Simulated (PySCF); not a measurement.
The isolated species `B(C(C)(C)C)N(C)C` is ionised with synchrotron light (hν = 750.0 eV). Calculated photoelectron kinetic energies of its computed core levels, recoil neglected:

```
line  kinetic energy (eV)
   1               555.48
   2               460.35
   3               459.94
   4               458.53
   5               345.20
```

Theory: delta-SCF UKS SCAN, pcX-2 on the ionised atom, pcseg-1 elsewhere, spin-free X2C in PySCF.

Question: Convert to binding energies and name the level and atom behind each line. Numbering: `[CH3:1][N:2]([CH3:3])[BH:4][C:5]([CH3:6])([CH3:7])[CH3:8]`.

Answer: Against the vacuum level, binding energy = hν − kinetic energy.

| line | binding energy (eV) | level | atoms | environment |
| --- | --- | --- | --- | --- |
| 1 | 194.52 | B 1s | B4 | three-coordinate boron |
| 2 | 289.65 | C 1s | C5 | sp3 carbon bound to boron |
| 3 | 290.06 | C 1s | C6/C7/C8 | methyl carbon |
| 4 | 291.47 | C 1s | C1/C3 | N-methyl carbon |
| 5 | 404.80 | N 1s | N2 | boron-bound nitrogen |

Question: Where does line 1 move with hν = 1486.6 eV?

Answer: To 1486.6 − 194.52 = 1292.08 eV; every photoline shifts by the change in photon energy, +736.6 eV.

The listed C 1s values span 1.82 eV, from C5 (bonded to 3 C and B) to C1/C3 (bonded to N and 3 H). The widest gap between neighbouring values is 1.41 eV, between 290.06 and 291.47 eV.

Question: What is the longest wavelength that can ionise C 1s of C5 vertically?

Answer: λ = hc/E = 12398.42 eV Å / 289.65 eV = 42.805 Å.

Other core shells, valence and Auger electrons aren't listed. Topologically equivalent atoms share the value of their first member; where this conformer doesn't relate them by symmetry, their own values could differ. Spin contamination (⟨S²⟩ against 0.75 for a pure doublet) is marked for B 1s of B4 (0.89), which makes this value less certain. Geometry: PBE0-D3(BJ)/def2-SVP; no solvent, vibrations or thermal averaging.

Conformer computed: `[CH3:1][N:2]([CH3:3])[BH:4][C:5]([CH3:6])([CH3:7])[CH3:8]`: C1–N2–B4–C5 -179°, N2–B4–C5–C6 61°.
